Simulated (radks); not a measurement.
Spherical quantum dot in the effective-mass picture: electrons in a well V = -V0 / (1 + exp((r - R)/a)) with V0 = 22.2, R = 2.55, a = 0.29, all in effective atomic units (hartree* = m*/eps^2 hartree, bohr* = eps/m* bohr), one dielectric constant everywhere. Method: non-relativistic Kohn-Sham, PBE, spin-polarised, spherical densities; computed with a radial shooting solver with Libxc functionals. Levels are named by radial order and angular momentum (1s, 1p, 1d, 2s, ...), and open shells are averaged over m. Results are scaled to m* = 0.089 and eps = 12.6, for which hartree* = 15.25 meV and bohr* = 7.492 nm.

N = 9, configuration 1s2 1p6 1d(up 1, down 0). This is the lowest configuration that the search found. Occupied and some empty levels:

level    occupation  eigenvalue (meV)  <r> (nm)
1s up             1           -237.69     9.527
1s down           1           -237.25     9.476
1p up             3           -225.55     10.88
1p down           3           -224.97     10.86
1d up             1           -209.03     11.86
1d down           0           -208.38     11.85
2s up             0           -196.76     9.291
2s down           0           -196.48     9.315
1f up             0           -189.03     12.65
1f down           0           -188.35     12.65
2p up             0           -173.43     10.64
2p down           0           -173.10     10.65

Energy (meV): total -2403.64, kinetic 197.88, external -2917.3, Hartree 390.42, exchange-correlation -74.635.

Electron density:

r (nm)  n(r) (e/nm^3)
1.56        0.0003888
3.23        0.0005142
4.90        0.0006933
6.57        0.0008672
8.25        0.0009581
9.92        0.0008991
11.6        0.0006837
13.3        0.0003961
14.9        0.0001644
16.6       0.00004676
18.3        8.753e-06
20.0        1.114e-06
21.6        1.055e-07
